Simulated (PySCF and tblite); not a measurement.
Values are calculated unless marked as measured or tabulated.
C₁₁H₁₄S, numbered as in [CH3:1][CH:2]([CH3:3])[c:4]1[c:5]([SH:6])[cH:7][cH:8][c:9]2[c:10]1[CH2:11][CH2:12]2.

Free energies: PBE0-D3(BJ)/6-31G* on GFN2-xTB structures plus GFN2-xTB thermal terms, symmetry and mirror images included. Conformers within 2.5 kcal/mol (GFN2-xTB free energy) were kept, 4 at most. Codes: tblite and PySCF.

Rotational constants are equilibrium values for the commonest isotopes; dipoles come from the energy level named.

Torsions listed: C1–C2–C4–C5, C4–C5–S6–H6. The 4-ring runs over atoms 9–10–11–12. Of a mirror pair one member is shown.

| conformer | shape | symmetry |
| --- | --- | --- |
| 1 | 4-ring flat; 143°, -178° | C1 (pair) |
| 2 | 4-ring flat; 94°, -40° | C1 (pair) |
| 3 | 4-ring flat; -62°, -179° | Cs |

(1) Give the rotational constants and dipole components, as needed to look for these species in a jet-cooled rotational spectrum.

(2) Which type of transition is strongest for conformer 1?

The minima are those of GFN2-xTB; planar forms about aryl–S or allylic bonds may be saddles in DFT.

Results:

(1) 
```
conformer  A (MHz)  B (MHz)  C (MHz)  abs μa (D)  abs μb (D)  abs μc (D)      κ  Ic−Ia−Ib (u Å²)
        1     1060      782      495        1.28        0.23        0.08   0.02           -102.3
        2     1046      782      492        1.50        1.32        0.58   0.05           -101.4
        3     1217      704      496        1.34        0.05        0.01  -0.42           -114.9
```

(2) a-type, since that component is clearly the largest; the top is asymmetric (κ = 0.02).
